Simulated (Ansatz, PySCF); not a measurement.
The PySCF input:
```python
from pyscf import gto, scf, mp

mol = gto.M(
    atom='''
C     2.540900    0.444400   -0.008200
O     1.371000   -0.189800    0.435800
C     0.227600    0.170200   -0.311200
C    -0.973100   -0.566900    0.290400
C    -2.257100   -0.243000   -0.461300
O    -1.141400   -0.195200    1.639500
H     2.455200    1.535400    0.069300
H     3.346600    0.094800    0.633800
H     2.762000    0.183600   -1.050400
H     0.064200    1.257100   -0.250400
H     0.356900   -0.106400   -1.367600
H    -0.767400   -1.649000    0.231400
H    -2.455400    0.823400   -0.403200
H    -2.171600   -0.539500   -1.502400
H    -3.085100   -0.773700   -0.002300
H    -0.273400   -0.245600    2.056700
''',
    basis='def2-svp',
    charge=-1,
    spin=1,
    verbose=4,
)

mf = scf.UHF(mol)
mf.kernel()

pt = mp.MP2(mf, frozen=6)
pt.kernel()
print('E(MP2) = %.10f' % pt.e_tot)
```

Q: Write the same job for Ansatz (a program for electronic structure).

A: This is not unique; one that fits is 
Ansatz 0.2 input:
```yaml
crystal:
  periodic: [false, false, false]
  atoms:
    - {symbol: C, position_ang: [2.54090000, 0.44440000, -0.00820000]}
    - {symbol: O, position_ang: [1.37100000, -0.18980000, 0.43580000]}
    - {symbol: C, position_ang: [0.22760000, 0.17020000, -0.31120000]}
    - {symbol: C, position_ang: [-0.97310000, -0.56690000, 0.29040000]}
    - {symbol: C, position_ang: [-2.25710000, -0.24300000, -0.46130000]}
    - {symbol: O, position_ang: [-1.14140000, -0.19520000, 1.63950000]}
    - {symbol: H, position_ang: [2.45520000, 1.53540000, 0.06930000]}
    - {symbol: H, position_ang: [3.34660000, 0.09480000, 0.63380000]}
    - {symbol: H, position_ang: [2.76200000, 0.18360000, -1.05040000]}
    - {symbol: H, position_ang: [0.06420000, 1.25710000, -0.25040000]}
    - {symbol: H, position_ang: [0.35690000, -0.10640000, -1.36760000]}
    - {symbol: H, position_ang: [-0.76740000, -1.64900000, 0.23140000]}
    - {symbol: H, position_ang: [-2.45540000, 0.82340000, -0.40320000]}
    - {symbol: H, position_ang: [-2.17160000, -0.53950000, -1.50240000]}
    - {symbol: H, position_ang: [-3.08510000, -0.77370000, -0.00230000]}
    - {symbol: H, position_ang: [-0.27340000, -0.24560000, 2.05670000]}
basis:
  gaussian:
    orbitals: def2-SVP
total_charge: -1
magnetization: {spin_polarized: true, initial_magnetization: 1}
correlation: {method: mp2, electrons: outside_noble_gas}
accuracy: high
```

Both were run: PySCF gave -307.567041 Eh and Ansatz -307.567042 Eh, 0.000 mEh apart.
